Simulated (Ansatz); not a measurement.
C2H7GaO2 (`C[CH2][Ga]([OH])[OH]`). Charge 0, multiplicity 1. All single points use the PBE0-D4/def2-TZVP geometry. It is one conformer, not always the lowest.

```xyz
12

C     1.684    0.626    0.463
C     0.895   -0.605    0.030
Ga   -1.009   -0.285   -0.257
O    -1.709    1.346   -0.006
O    -2.120   -1.592   -0.776
H     2.741    0.386    0.609
H     1.307    1.039    1.401
H     1.627    1.425   -0.279
H     0.977   -1.407    0.770
H     1.294   -1.023   -0.900
H    -2.651    1.420   -0.167
H    -3.035   -1.330   -0.888
```

(1) What is the dipole moment at r2SCAN/def2-TZVPP? (An estimate is asked.)

(2) And with PBE, B3LYP, ωB97M-V? (An estimate is asked.)

(3) Give the Mulliken charges with r2SCAN, PBE, ωB97M-V in def2-TZVPP. (Estimate.)

## Answers

(1) Computed: 0.41 D, with components (-0.39, 0.13, -0.04) D in this frame, pointing from negative to positive charge.

(2) Computed: PBE 0.39 D, B3LYP 0.40 D, ωB97M-V 0.45 D.

(3) The calculation gave: 
```csv
atom,r2SCAN,PBE,ωB97M-V
C1,-0.12,-0.25,-0.31
C2,-0.19,-0.23,-0.34
Ga3,0.57,0.46,0.61
O4,-0.44,-0.38,-0.42
O5,-0.43,-0.37,-0.41
H6,0.04,0.08,0.11
H7,0.05,0.09,0.11
H8,0.05,0.09,0.11
H9,0.06,0.09,0.11
H10,0.06,0.09,0.11
H11,0.18,0.16,0.15
H12,0.18,0.16,0.15
```

B3LYP here is the variant with VWN-RPA as its local correlation; programs differ in this.
